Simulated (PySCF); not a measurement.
H₇SbSi₂, SMILES [SbH]([SiH3])[SiH3].

The structure is a stationary point at r2SCAN-D4/def2-SVP. The def2 effective core potentials stand for the cores of Sb; spin–orbit coupling is left out.

Method: TDA-PBE/def2-SVPD in PySCF 2.14.0.

Vertical excitations. 

```
state  energy (eV)  λ (nm)      f                                                                  main pairs
-----  -----------  ------  -----  --------------------------------------------------------------------------
S1            5.29     235  0.035                                                            HOMO→LUMO+1 85 %
S2            5.35     232  0.039                                          HOMO→LUMO 75 %, HOMO−1→LUMO+1 20 %
S3            5.41     229  0.058                                                            HOMO→LUMO+2 97 %
S4            5.73     216  0.001                                          HOMO→LUMO+3 80 %, HOMO−1→LUMO 19 %
S5            5.86     211  0.034                                      HOMO−1→LUMO+1 54 %, HOMO−1→LUMO+2 26 %
S6            6.17     201  0.025                                        HOMO→LUMO+4 70 %, HOMO−1→LUMO+2 27 %
S7            6.27     198  0.150  HOMO−1→LUMO+2 30 %, HOMO−1→LUMO+3 21 %, HOMO→LUMO+4 18 %, HOMO−2→LUMO 17 %
S8            6.33     196  0.144       HOMO−1→LUMO 46 %, HOMO→LUMO+5 11 %, HOMO→LUMO+3 10 %, HOMO→LUMO+6 9 %
S9            6.36     195  0.001                                                            HOMO→LUMO+5 86 %
S10           6.53     190  0.001                                        HOMO−2→LUMO 58 %, HOMO−1→LUMO+3 39 %
T1            4.51     275      0                                                              HOMO→LUMO 96 %
T2            4.55     273      0                                                            HOMO→LUMO+1 94 %
T3            5.03     246      0                                          HOMO→LUMO+2 83 %, HOMO−1→LUMO 14 %
T4            5.25     236      0                                          HOMO−1→LUMO 81 %, HOMO→LUMO+2 15 %
```
Triplets are in the Tamm–Dancoff approximation.
